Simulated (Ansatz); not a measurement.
Consider the substitution at a C–C bond: `CCB(S)Br` + `[CH3][In]([OH])[Cl]` → `C[O][In]([CH3])[Cl]` + `CB(S)Br`.

Isolated molecules relaxed with PBE0-D4/def2-TZVP in Ansatz; ΔE leaves out vibrations. CBS: MP2 limit from def2 TZ/QZ plus the TZ coupled-cluster correction, frozen cores. DFT in def2-TZVPP. Elements past krypton have def2 core potentials. For Br, In outer-core shells are correlated without core-valence functions, which leaves a few kJ/mol of doubt a bond. Scalar relativity is left out up to krypton. Each species was taken in one conformer, which may not be the lowest.

CCSD(T)/CBS gives +46.0 kJ/mol.

Question: Another level gave +40.0 kJ/mol. Which?
A. MP2/def2-TZVPP
B. ωB97X-V/def2-TZVPP
C. SCS-MP2/def2-TZVPP
D. HF/def2-TZVPP

Answer: B. ωB97X-V 40.0, HF/def2-TZVPP 33.3, MP2/def2-TZVPP 49.6, SCS-MP2/def2-TZVPP 44.9 kJ/mol.

Largest T1 diagnostic among the species: 0.014.

In def2-TZVPP, CCSD(T) changes the Hartree–Fock value by +10.7 kJ/mol (the triples alone add +0.6 kJ/mol) and MP2 by +16.4 kJ/mol.
